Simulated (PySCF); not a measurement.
## Trend along the chalcogens: MF molecules

PBE0 with double-zeta basis sets in PySCF, for the lowest determinant that a PBE0 search found; no spin–orbit coupling. De refers to high-spin ground-configuration atoms. A positive dipole means M(−)F(+).

```csv
M,basis,state (unpaired electrons),Re (Å),ωe (cm⁻¹),De (eV),μ (D)
O,def2-SVP,doublet (π ↑),1.324,1171,2.39,0.06
S,def2-SVP,doublet (π ↑),1.616,868,3.42,-1.08
Se,def2-SVP,doublet (π ↑),1.751,708,3.28,-1.62
Te,def2-SVP,doublet (π ↑),1.938,637,3.22,-2.35
```

The shortest bond is that of OF (1.324 Å), the longest that of TeF (1.938 Å).

Relativity is treated differently too: O no relativity; S no relativity; Se no relativity; Te scalar-relativistic core potentials.

Down a group bonds as a rule get longer and wavenumbers fall, partly through the reduced mass; this series shows no clear exception.

Spin–orbit coupling is left out, which matters for elements this heavy, above all for dissociation energies. States were picked by a PBE0 search and need not be the measured ground states.
